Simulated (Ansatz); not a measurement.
C₂H₆Br₂GaN, SMILES `C[N](C)[Ga]([Br])[Br]`, charge 0, multiplicity 1.

Task: Give a relaxed structure at PBE0-D4/def2-TZVP (Ansatz). (An estimate is asked.)

Result: Ansatz gave: 
Z-matrix (Å, degrees):
```
C
N 1 1.442
H 1 1.098 2 111.1
H 1 1.091 2 110.9 3 -120.1
H 1 1.098 2 111.1 3 119.7
C 2 1.442 1 114.1 3 -59.9
Ga 2 1.800 1 123.0 3 120.1
H 6 1.091 2 110.9 1 180.0
H 6 1.098 2 111.1 1 -59.9
H 6 1.098 2 111.1 1 59.9
Br 7 2.274 2 120.3 1 180.0
Br 7 2.274 2 120.3 1 -0.0
```
Point group C2v.
This is one stationary point; other conformers may exist.
